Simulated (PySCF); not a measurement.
## Checking a proposed structure

A compound C3H11NO2Si2 gives the data below (simulated from a calculation) and was assigned the structure `CNC(=O)[C@H]([SiH3])O[SiH3]`.

13C{1H} NMR (computed): δ 210.0 (CH), 80.3 (CH), 18.9 (CH3).

1H NMR (400 MHz, computed): δ 9.72 (d, 1H), 5.56 (d, 1H), 5.38 (d, 1H), 4.81 (m, 1H), 4.68 (s, 3H), 1.42 (d, 3H), -0.38 (br s, 1H).

PySCF calculation with PBE0/pcSseg-1 with gauge-including orbitals and structure optimised with GFN2-xTB; equivalent nuclei averaged, in vacuum, relativity neglected, a single conformation.

δ = σ(ref) − σ, references computed at the same level: 1H (σ = 31.72 ppm), 13C (σ = 186.93 ppm) against TMS.

Problem. Compare with the shifts computed for the proposed structure, pairing carbons in order of shift.

Solution. Mapped SMILES: `[CH3:1][NH:2][C:3](=[O:4])[C@H:5]([SiH3:6])[O:7][SiH3:8]`. Each H is labelled by its parent atom.

```csv
atom,computed for proposal,given list,difference
C3,178.0,210.0,-32.0
C5,65.1,80.3,-15.2
C1,26.6,18.9,+7.7
```

The rms difference is 20.9 ppm and the largest -32.0 ppm at C3 (amide carbonyl carbon). The carbon types in order of shift don't match either: C, CH, CH3 for the proposal against CH, CH, CH3 in the data. The proposal doesn't fit.

Problem. Which isomer fits?

Solution. SMILES C[C@H](C=O)O[SiH2]N[SiH3].

1. Carbon types of the structure: 2 × CH, 1 × CH3, leaving 6 H on heteroatoms.
2. δC 210.0: aldehyde carbonyl carbon; low-lying n→π* states of the double bond to the heteroatom give a large paramagnetic term (-275 ppm).
3. δC 80.3: sp3 CH bonded to O, α to a carbonyl; deshielded by the electronegative neighbour.
4. δH 9.72: hydrogen on an aldehyde carbonyl carbon; the formyl region, downfield of aromatic protons.
5. δH 4.81: hydrogen on an sp3 CH bonded to O, α to a carbonyl; its carbon carries O, an electronegative neighbour.

Other isomers checked: CO[Si@@H]([SiH3])NC(C)=O (rms 25.0 ppm); COCC(=O)N[SiH2][SiH3] (rms 29.6 ppm).

This is the structure that produced the data.

OH/NH shifts are gas-phase values; hydrogen bonding in solution moves them, usually downfield. Shifts are as computed. Against solution values, carbons near 30 ppm lie about +3 ppm off and those near 130 ppm about +5 ppm. Of 1309 compounds with measured shifts, 239 miss one by over three times the rms of a fit or turn the order of signals round; such compounds aren't used in these exercises. No couplings were computed; multiplicities are counted from neighbouring protons, with m where these are inequivalent, close in shift, in a saturated or five-membered ring or joined by F or P, and br s for small geminal =CH2 splittings.
